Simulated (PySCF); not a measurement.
Frontier levels across methods

Compound: C5H8Si.
Structure used (PBE0-D3(BJ)/def2-SVP), in Å, numbered top down from 1:
```xyz
14
C5H8Si angstrom
C      2.926   -0.522    0.081
C      1.763   -0.201   -0.039
C      0.361    0.173   -0.150
C     -0.206    1.070    0.995
Si    -1.873    0.214    0.706
C     -0.668   -1.000   -0.114
H      3.956   -0.808    0.180
H      0.227    0.713   -1.104
H     -0.055    2.151    0.874
H      0.222    0.760    1.962
H     -2.767    0.930   -0.255
H     -2.681   -0.237    1.880
H     -0.344   -1.764    0.611
H     -0.869   -1.492   -1.075
```

Basis pcSseg-1 throughout (PySCF), one geometry. Isolated species at its PBE0-D3(BJ)/def2-SVP geometry (one conformer only).

How do the orbital energies, the gap and the dipole change with the method?

| method | kind | HOMO (eV) | LUMO (eV) | gap (eV) | μ (D) | SCF cycles |
| --- | --- | --- | --- | --- | --- | --- |
| BLYP | GGA | -6.17 | -0.56 | 5.61 | 0.42 | 15 |
| B97-D | GGA | -6.28 | -0.57 | 5.71 | 0.44 | 15 |
| OPBE | GGA | -6.30 | -0.55 | 5.76 | 0.41 | 14 |
| KT3 | GGA | -6.33 | -0.72 | 5.61 | 0.44 | 14 |
| PBE | GGA | -6.34 | -0.71 | 5.63 | 0.39 | 15 |
| KT2 | GGA | -6.35 | -0.83 | 5.52 | 0.42 | 14 |
| BP86 | GGA | -6.44 | -0.78 | 5.66 | 0.42 | 15 |
| LDA | LDA | -6.51 | -0.94 | 5.57 | 0.40 | 15 |
| B97-2 | global hybrid | -7.28 | 0.16 | 7.43 | 0.49 | 14 |
| B3LYP | global hybrid | -7.29 | -0.04 | 7.25 | 0.49 | 14 |
| PBE0 | global hybrid | -7.54 | 0.15 | 7.69 | 0.48 | 14 |
| mPW1PW91 | global hybrid | -7.56 | 0.17 | 7.73 | 0.50 | 14 |
| BHandHLYP | global hybrid | -8.57 | 1.08 | 9.65 | 0.57 | 12 |
| CAM-B3LYP | range-separated hybrid | -8.86 | 1.21 | 10.07 | 0.54 | 12 |
| wB97X-D | range-separated hybrid | -9.40 | 1.91 | 11.31 | 0.55 | 13 |
| HF | Hartree–Fock | -10.16 | 3.38 | 13.53 | 0.66 | 12 |
| LC-wPBE | range-separated hybrid | -10.29 | 2.37 | 12.65 | 0.56 | 13 |

The HOMO spans 4.12 eV, from BLYP down to LC-wPBE, and the gap runs from 5.52 eV (KT2) to 13.53 eV (HF). Over the methods BLYP (0 %), B97-D (0 %), OPBE (0 %), KT3 (0 %), PBE (0 %), KT2 (0 %), BP86 (0 %), LDA (0 %), B97-2 (21 %), B3LYP (20 %), PBE0 (25 %), mPW1PW91 (25 %), BHandHLYP (50 %), HF (100 %), a straight line through the gap against the share of exact exchange rises by 0.79 eV for each 10 % (correlation coefficient 0.999). The dipole ranges from 0.39 D (PBE) to 0.66 D (HF). This basis has no diffuse functions.

The vertical ΔSCF ionisation energy at PBE0/def2-SVPD is 9.49 eV; −ε(HOMO) comes closest to it with wB97X-D (9.40 eV).
